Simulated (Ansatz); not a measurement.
Steps of a relaxation of AgClH3N (`[NH3+][Ag-][Cl]`) with RKS PBE0-D4/def2-TZVP.

```sh
$ ansatz run in.yaml --threads 2 --pin off --events-out ev --progress --plain --max-ram 22528MiB --backend cpu
```

```yaml
crystal:
  periodic: [false, false, false]
  atoms:
    - {symbol: N, position_ang: [-0.585932, 0.569918, -0.378373]}
    - {symbol: Ag, position_ang: [0.829927, -0.813020, 0.505572]}
    - {symbol: Cl, position_ang: [2.316626, -2.270826, 1.435666]}
    - {symbol: H, position_ang: [-0.990198, 0.203988, -1.250961]}
    - {symbol: H, position_ang: [-0.153691, 1.474760, -0.609310]}
    - {symbol: H, position_ang: [-1.374633, 0.771180, 0.251206]}
basis:
  gaussian: {orbitals: def2-TZVP}
hamiltonian: {xc: pbe0, dispersion: d4}
relax: {f_tol: 0.005, max_steps: 150}
```

Positions (Å) and forces (eV/Å) along the path, 5 of 5 steps:

```xyz
6
step=1 energy=-18058.6468 eV
N    -0.586    0.570   -0.378   -0.476    0.463   -0.293
Ag    0.830   -0.813    0.506    0.035   -0.036    0.023
Cl    2.317   -2.271    1.436   -0.089    0.089   -0.056
H    -0.990    0.204   -1.251    0.263    0.186    0.524
H    -0.154    1.475   -0.609   -0.222   -0.557    0.153
H    -1.375    0.771    0.251    0.489   -0.145   -0.350
6
step=2 energy=-18058.6616 eV
N    -0.586    0.570   -0.378   -0.189    0.184   -0.117
Ag    0.824   -0.808    0.502    0.006   -0.008    0.004
Cl    2.306   -2.259    1.429   -0.019    0.020   -0.012
H    -0.984    0.205   -1.242    0.089    0.024    0.146
H    -0.154    1.463   -0.605   -0.033   -0.162    0.052
H    -1.365    0.767    0.248    0.146   -0.059   -0.074
6
step=3 energy=-18058.6634 eV
N    -0.592    0.575   -0.382    0.034   -0.034    0.021
Ag    0.821   -0.806    0.501   -0.026    0.026   -0.016
Cl    2.301   -2.254    1.425    0.007   -0.007    0.005
H    -0.980    0.200   -1.240   -0.003    0.013    0.006
H    -0.148    1.459   -0.602   -0.014   -0.004   -0.002
H    -1.361    0.762    0.251    0.002    0.006   -0.014
6
step=4 energy=-18058.6635 eV
N    -0.590    0.573   -0.380   -0.004    0.004   -0.003
Ag    0.819   -0.805    0.500   -0.005    0.005   -0.003
Cl    2.300   -2.252    1.424    0.008   -0.008    0.005
H    -0.979    0.200   -1.239    0.001    0.001    0.002
H    -0.148    1.458   -0.601   -0.001   -0.002    0.000
H    -1.360    0.762    0.250    0.002    0.000   -0.002
6
step=5 energy=-18058.6635 eV
N    -0.590    0.573   -0.381    0.000    0.000    0.000
Ag    0.820   -0.805    0.500    0.000    0.000    0.000
Cl    2.300   -2.253    1.425   -0.001    0.001    0.000
H    -0.979    0.201   -1.239    0.000    0.000   -0.001
H    -0.148    1.458   -0.602    0.000    0.001    0.000
H    -1.360    0.763    0.250   -0.001    0.000    0.001
```

Run time 13 s (2 threads of an AMD EPYC 7R13 on a shared host); peak host memory 0.29 GiB.
